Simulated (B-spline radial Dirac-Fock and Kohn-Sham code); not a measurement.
**Cross section and asymmetry of the 5p3/2 subshell of Tm**

System: atomic thulium in the configuration [Xe] 4f13 6s2. The computed 5p3/2 threshold is 29.40 eV; without correlation, outer thresholds are uncertain by 1 to 2 eV. With an open shell the threshold is an average over the terms of the final ion.

The run's input, task.json:

```json
{"items": [{
  "Z": 69,
  "q": 0,
  "cfg": [[1, 0, 2], [2, 0, 2], [2, 1, 6], [3, 0, 2], [3, 1, 6], [3, 2, 10], [4, 0, 2], [4, 1, 6], [4, 2, 10], [4, 3, 13], [5, 0, 2], [5, 1, 6], [6, 0, 2]],
  "A": 169,
  "rrms": 5.2256,
  "do": ["binding", "quiet", "photo", "scan"],
  "hv": [21.22, 40.81, 60, 80, 100, 150, 200, 300, 400, 600, 800, 1000, 1253.6, 1486.9, 2000, 2984.4, 4000, 5414.7, 6000, 8047.8, 9251.7, 12000, 15000, 17479.3, 22162.9, 30000, 40000, 59318.2, 80000, 100000, 150000, 200000]
}]}
```

Command: `python xray_run.py task.json out`

Calculated with a B-spline atomic structure program, using Dirac-Hartree-Slater photoionisation with all multipoles and Dirac-Fock thresholds. Interchannel coupling and autoionising resonances are not included, so magnitudes near threshold are approximate.

```csv
kinetic energy (eV),σ (Mb),β
1.5,20.5,1.30
1.9,18.9,1.37
2.3,17.2,1.44
2.9,15.5,1.52
3.7,13.7,1.60
4.6,11.9,1.68
5.7,10.2,1.76
7.2,8.49,1.84
9.0,6.91,1.91
11.2,5.46,1.96
14.0,4.17,1.99
17.5,3.06,1.98
21.9,2.15,1.92
27.4,1.45,1.78
34.2,0.952,1.54
42.8,0.613,1.19
53.5,0.398,0.74
66.9,0.268,0.27
83.7,0.196,-0.09
104.7,0.152,-0.21
130.9,0.124,-0.11
163.6,0.103,0.12
204.6,0.0858,0.38
255.8,0.0707,0.64
319.9,0.0572,0.87
400.0,0.0453,1.06
```

The cross section shows no minimum in this range. It is largest at the lowest energy, 20.5 Mb. β ranges from -0.21 (at 104.7 eV) to 1.99.
